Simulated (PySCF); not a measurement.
Si(H)(NH2)3 (H7N3Si), SMILES N[SiH](N)N.

Coordinates come from a PBE-D3(BJ)/def2-SVP optimisation. One conformer was computed; it need not be the lowest.

Computed with PBE-D3(BJ)/def2-SVP (PySCF).

Frequencies are harmonic and unscaled.

```json
[
 {"mode": "1", "ν (cm⁻¹)": "210", "IR (km/mol)": "5.1", "moving atoms (share of kinetic energy)": "H 73 %, N 23 %"},
 {"mode": "2", "ν (cm⁻¹)": "235", "IR (km/mol)": "3.9", "moving atoms (share of kinetic energy)": "N 49 %, H 40 %, Si 11 %"},
 {"mode": "3", "ν (cm⁻¹)": "265", "IR (km/mol)": "0.9", "moving atoms (share of kinetic energy)": "H 70 %, N 24 %"},
 {"mode": "4", "ν (cm⁻¹)": "290", "IR (km/mol)": "0.1", "moving atoms (share of kinetic energy)": "H 55 %, Si 27 %, N 19 %"},
 {"mode": "5", "ν (cm⁻¹)": "351", "IR (km/mol)": "0.1", "moving atoms (share of kinetic energy)": "H 70 %, N 21 %, Si 10 %"},
 {"mode": "6", "ν (cm⁻¹)": "352", "IR (km/mol)": "196.0", "moving atoms (share of kinetic energy)": "H 80 %, N 20 %"},
 {"mode": "7", "ν (cm⁻¹)": "423", "IR (km/mol)": "126.6", "moving atoms (share of kinetic energy)": "H 65 %, N 34 %"},
 {"mode": "8", "ν (cm⁻¹)": "429", "IR (km/mol)": "125.6", "moving atoms (share of kinetic energy)": "H 87 %, N 13 %"},
 {"mode": "9", "ν (cm⁻¹)": "435", "IR (km/mol)": "174.6", "moving atoms (share of kinetic energy)": "H 75 %, N 23 %"},
 {"mode": "10", "ν (cm⁻¹)": "695", "IR (km/mol)": "8.8", "moving atoms (share of kinetic energy)": "H 68 %, N 32 %"},
 {"mode": "11", "ν (cm⁻¹)": "709", "IR (km/mol)": "10.1", "moving atoms (share of kinetic energy)": "H 94 %"},
 {"mode": "12", "ν (cm⁻¹)": "755", "IR (km/mol)": "46.2", "moving atoms (share of kinetic energy)": "N 50 %, H 34 %, Si 16 %"},
 {"mode": "13", "ν (cm⁻¹)": "805", "IR (km/mol)": "4.8", "moving atoms (share of kinetic energy)": "H 59 %, N 36 %"},
 {"mode": "14", "ν (cm⁻¹)": "828", "IR (km/mol)": "59.8", "moving atoms (share of kinetic energy)": "N 41 %, H 35 %, Si 24 %"},
 {"mode": "15", "ν (cm⁻¹)": "877", "IR (km/mol)": "39.1", "moving atoms (share of kinetic energy)": "H 52 %, N 28 %, Si 20 %"},
 {"mode": "16", "ν (cm⁻¹)": "927", "IR (km/mol)": "195.3", "moving atoms (share of kinetic energy)": "H 53 %, Si 29 %, N 17 %"},
 {"mode": "17", "ν (cm⁻¹)": "932", "IR (km/mol)": "217.7", "moving atoms (share of kinetic energy)": "H 67 %, Si 23 %, N 10 %"},
 {"mode": "18", "ν (cm⁻¹)": "1478", "IR (km/mol)": "84.9", "moving atoms (share of kinetic energy)": "H 88 %, N 11 %"},
 {"mode": "19", "ν (cm⁻¹)": "1487", "IR (km/mol)": "15.6", "moving atoms (share of kinetic energy)": "H 90 %, N 10 %"},
 {"mode": "20", "ν (cm⁻¹)": "1487", "IR (km/mol)": "43.5", "moving atoms (share of kinetic energy)": "H 88 %, N 11 %"},
 {"mode": "21", "ν (cm⁻¹)": "2128", "IR (km/mol)": "195.0", "moving atoms (share of kinetic energy)": "H 97 %"},
 {"mode": "22", "ν (cm⁻¹)": "3483", "IR (km/mol)": "11.1", "moving atoms (share of kinetic energy)": "H 96 %"},
 {"mode": "23", "ν (cm⁻¹)": "3484", "IR (km/mol)": "9.5", "moving atoms (share of kinetic energy)": "H 96 %"},
 {"mode": "24", "ν (cm⁻¹)": "3500", "IR (km/mol)": "16.4", "moving atoms (share of kinetic energy)": "H 96 %"},
 {"mode": "25", "ν (cm⁻¹)": "3584", "IR (km/mol)": "0.5", "moving atoms (share of kinetic energy)": "H 91 %, N 9 %"},
 {"mode": "26", "ν (cm⁻¹)": "3584", "IR (km/mol)": "25.7", "moving atoms (share of kinetic energy)": "H 91 %, N 9 %"},
 {"mode": "27", "ν (cm⁻¹)": "3602", "IR (km/mol)": "18.5", "moving atoms (share of kinetic energy)": "H 91 %, N 9 %"}
]
```
